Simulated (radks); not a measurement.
Values are calculated unless marked as measured or tabulated.
Problem. These are the eigenvalues of the occupied orbitals of an atom or ion with whole-number occupations (eV). Code: a radial shooting solver on a logarithmic mesh with Libxc functionals. Model: scalar-relativistic Kohn-Sham, Slater X-alpha with alpha = 0.707, spin-polarised, spherical densities, point nucleus.

| orbital | eigenvalue |
|---|---|
| 1s | -448.5256 |
| 2s | -67.0231 |

Which element is it, and in what charge state? The configuration may be excited. Open shells, if any, are filled with parallel spins first.

Solution. Z = 7, nitrogen, charge +3: N3+ in [He] 2s2. The 1s level, -16.483 hartree, gives Z - s = 5.7 by -(Z - s)^2/2, which with screening and relativity narrows Z to a few neighbours, and with so few levels the electron count can be read from the list.
